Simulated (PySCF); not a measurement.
These are ωB97X-D3(BJ)/def2-TZVP // PBE0-D3(BJ)/def2-TZVP (PySCF) values and carry that method's errors. All species are isolated molecules in the gas phase. Excitations are Tamm–Dancoff values on a coarser integration grid. The basis has no diffuse functions, so Rydberg states are missing or too high.

Reference species (SMILES): `o1cc2Cc2c1` (neutral, multiplicity 1).

The S1 excitation (TDA) comes out as 6.48 eV and the T1 excitation (TDA) comes out as 4.36 eV.

Changed species: `C#C/C=C1\CO1`.

**Question.** Give the shifts of the S1 excitation (TDA) and T1 excitation (TDA).

**Answer.** the S1 excitation (TDA) drops by 0.52 eV, to 5.96 eV; the T1 excitation (TDA) decreases by 0.57 eV, to 3.79 eV.
